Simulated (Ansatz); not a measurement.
Start from `CC(=O)OC(C)=O` and change one atom or group to get `CC(=O)OB(F)F`.

Ansatz, PBE0-D4/def2-TZVP geometries, multiplicity 1. Each molecule was computed in one conformer, which needn't be the lowest.

| property | `CC(=O)OC(C)=O` |
| --- | --- |
| LUMO energy (B3LYP/def2-TZVPP) / eV | -1.02 |
| HOMO–LUMO gap (PBE0/def2-TZVPP) / eV | 7.35 |
| HOMO energy (PBE/def2-TZVPP) / eV | -6.43 |
| LUMO energy (ωB97M-V/def2-TZVPP) / eV | 1.59 |
| HOMO–LUMO gap (PBE/def2-TZVPP) / eV | 4.56 |
| size of the dipole moment (ωB97M-V/def2-TZVPP) / D | 3.89 |

(1) What does the change do to each property? (Estimate.)

Results:

(1) Ansatz gave: 
```json
{"property": "LUMO energy (B3LYP/def2-TZVPP) / eV", "`CC(=O)OB(F)F`": "-0.95", "shift": "0.07"}
{"property": "HOMO–LUMO gap (PBE0/def2-TZVPP) / eV", "`CC(=O)OB(F)F`": "8.03", "shift": "0.68"}
{"property": "HOMO energy (PBE/def2-TZVPP) / eV", "`CC(=O)OB(F)F`": "-6.96", "shift": "-0.53"}
{"property": "LUMO energy (ωB97M-V/def2-TZVPP) / eV", "`CC(=O)OB(F)F`": "1.64", "shift": "0.05"}
{"property": "HOMO–LUMO gap (PBE/def2-TZVPP) / eV", "`CC(=O)OB(F)F`": "5.16", "shift": "0.60"}
{"property": "size of the dipole moment (ωB97M-V/def2-TZVPP) / D", "`CC(=O)OB(F)F`": "2.89", "shift": "-1.00"}
```

With PBE0 the HOMO falls by 0.60 eV and the LUMO rises by 0.08 eV, so the gap widens by about 0.68 eV. PBE moves the HOMO by -0.53 eV and ωB97M-V by -0.65 eV. The zero-point energy changes by -95.9 kJ/mol with -9 modes. Dipoles are sizes alone; their direction can turn.

B3LYP here is the variant with VWN-RPA as its local correlation; programs differ in this.
